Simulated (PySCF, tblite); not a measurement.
Isomers of C5H11PSi. Computed with GFN2-xTB (tblite): harmonic, unscaled wavenumbers at the GFN2-xTB geometry, gas phase. Against measured fundamentals such values can be off by several per cent, at times by over 20. Modes of hydrogen on phosphorus and silicon can be 10 to 20 % off. One conformer each.

Electronic energies: PBE0/pcSseg-1 single points on the GFN2-xTB geometries (PySCF, gas phase).

```tsv
SMILES	electronic energy, lowest = 0 (kJ/mol)
CC1=CC[Si@@H](P)C1	0.0
C=CC(C=C)[SiH2]P	147.3
P[Si@@H]1CCC12CC2	114.3
C[Si](C)(C)CC#P	14.6
C[SiH2]P1CC=CC1	17.1
CP1CC=C([SiH3])C1	48.7
```

Problem. How do GFN2-xTB zero-point energies change the relative energies?

Solution. 
```json
{"SMILES": "CC1=CC[Si@@H](P)C1", "ZPE (kJ/mol)": "367.0", "of it from modes above 1550 cm⁻¹": "194.5", "electronic (kJ/mol)": "0.0", "with ZPE, lowest = 0 (kJ/mol)": "0.0", "lowest mode (cm⁻¹)": "39", "rings": "1"}
{"SMILES": "C[Si](C)(C)CC#P", "ZPE (kJ/mol)": "376.2", "of it from modes above 1550 cm⁻¹": "209.2", "electronic (kJ/mol)": "14.6", "with ZPE, lowest = 0 (kJ/mol)": "23.8", "lowest mode (cm⁻¹)": "32", "rings": "0"}
{"SMILES": "C[SiH2]P1CC=CC1", "ZPE (kJ/mol)": "368.3", "of it from modes above 1550 cm⁻¹": "198.0", "electronic (kJ/mol)": "17.1", "with ZPE, lowest = 0 (kJ/mol)": "18.5", "lowest mode (cm⁻¹)": "31", "rings": "1"}
{"SMILES": "CP1CC=C([SiH3])C1", "ZPE (kJ/mol)": "361.1", "of it from modes above 1550 cm⁻¹": "192.9", "electronic (kJ/mol)": "48.7", "with ZPE, lowest = 0 (kJ/mol)": "42.7", "lowest mode (cm⁻¹)": "76", "rings": "1"}
{"SMILES": "P[Si@@H]1CCC12CC2", "ZPE (kJ/mol)": "370.5", "of it from modes above 1550 cm⁻¹": "186.4", "electronic (kJ/mol)": "114.3", "with ZPE, lowest = 0 (kJ/mol)": "117.8", "lowest mode (cm⁻¹)": "51", "rings": "2"}
{"SMILES": "C=CC(C=C)[SiH2]P", "ZPE (kJ/mol)": "353.3", "of it from modes above 1550 cm⁻¹": "203.3", "electronic (kJ/mol)": "147.3", "with ZPE, lowest = 0 (kJ/mol)": "133.7", "lowest mode (cm⁻¹)": "25", "rings": "0"}
```

The zero-point energies span 22.9 kJ/mol, from `C=CC(C=C)[SiH2]P` to `C[Si](C)(C)CC#P`. The lowest isomer stays, but the order above it changes.

Problem. And how do the electronic energies of GFN2-xTB itself compare?

Solution. `CC1=CC[Si@@H](P)C1` 19.0; `C[Si](C)(C)CC#P` 156.5; `C[SiH2]P1CC=CC1` 14.9; `CP1CC=C([SiH3])C1` 0.0; `P[Si@@H]1CCC12CC2` 81.0; `C=CC(C=C)[SiH2]P` 130.5 kJ/mol, lowest = 0. Against the energies above, taken from the same isomer `CC1=CC[Si@@H](P)C1`, the largest difference is 122.9 kJ/mol.

Problem. What do entropy and thermal enthalpy add at 298.15 K and 1 bar (rigid rotor, harmonic oscillator, one conformer each)?

Solution. 
| SMILES | point group | symmetry number | S (J/(mol K)) | H − H(0) (kJ/mol) | ZPE + H − H(0) − TS (kJ/mol) |
| --- | --- | --- | --- | --- | --- |
| CC1=CC[Si@@H](P)C1 | C1 | 1 | 407.4 | 28.13 | 273.7 |
| C[Si](C)(C)CC#P | Cs | 1 | 450.6 | 33.16 | 275.0 |
| C[SiH2]P1CC=CC1 | C1 | 1 | 406.1 | 27.86 | 275.1 |
| CP1CC=C([SiH3])C1 | C1 | 1 | 394.8 | 27.49 | 270.8 |
| P[Si@@H]1CCC12CC2 | C1 | 1 | 400.8 | 27.00 | 278.0 |

Not tabulated: `C=CC(C=C)[SiH2]P` (lowest mode only 25 cm⁻¹).
